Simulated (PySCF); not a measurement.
SiI⁻: frontier orbitals

MN15 at R = 2.688 Å; basis Si def2-SVPD, I def2-SVPD with ECP28; scalar-relativistic core potentials; PySCF 2.14. State: ³Σ⁻ (triplet), unpaired electrons π ↑↑. Only the outer orbitals are listed, counted within each symmetry, core potentials removing the inner ones.

| spin | orbital | occ. | ε (eV) | on Si (%) | main shells (%) |
| --- | --- | --- | --- | --- | --- |
| α | 7σ | 1 | -14.61 | 5 | 95 I s |
| α | 8σ | 1 | -7.43 | 81 | 80 Si s, 17 I p |
| α | 4π | 1 | -3.28 | 9 | 91 I p |
| α | 4π | 1 | -3.28 | 9 | 91 I p |
| α | 9σ | 1 | -3.19 | 41 | 58 I p, 23 Si p, 17 Si s |
| α | 5π | 1 | -0.07 | 85 | 84 Si p, 9 I p |
| α | 5π | 1 | -0.07 | 85 | 84 Si p, 9 I p |
| α | 10σ | 0 | 3.94 | 54 | 40 Si p, 21 I s, 20 I p |
| α | 11σ | 0 | 5.19 | 77 | 77 Si s, 18 I p |
| β | 7σ | 1 | -14.55 | 3 | 97 I s |
| β | 8σ | 1 | -6.16 | 68 | 67 Si s, 30 I p |
| β | 4π | 1 | -3.07 | 3 | 97 I p |
| β | 4π | 1 | -3.07 | 3 | 97 I p |
| β | 9σ | 1 | -2.66 | 48 | 53 I p, 34 Si s, 14 Si p |
| β | 5π | 0 | 3.96 | 74 | 72 Si p, 14 I d, 11 I p |
| β | 5π | 0 | 3.96 | 74 | 72 Si p, 14 I d, 11 I p |
| β | 10σ | 0 | 4.38 | 39 | 34 I s, 24 Si p, 22 I p |

Problem. Which are the highest filled and the lowest empty level, where do they sit, and how wide is the gap?

Solution. Highest filled α 5π at -0.07 eV (in %: 84 Si p, 9 I p); lowest empty α 10σ at 3.94 eV (in %: 40 Si p, 21 I s, 20 I p); the gap at MN15 is 4.01 eV. An empty level above zero is unbound, and its energy depends on the basis.

- bond order (Mayer): 1.01
- ⟨S²⟩: 2.010
- charge on Si (Mulliken, basis-dependent): -0.41
- charge on Si (Löwdin, basis-dependent): -0.43
- dipole moment (positive dipole points towards I; it is taken about the centre of mass and depends on that origin): 4.14 D

Spin–orbit coupling is left out. The state is the lowest determinant that a PBE0 search found; another state may lie lower at other levels.
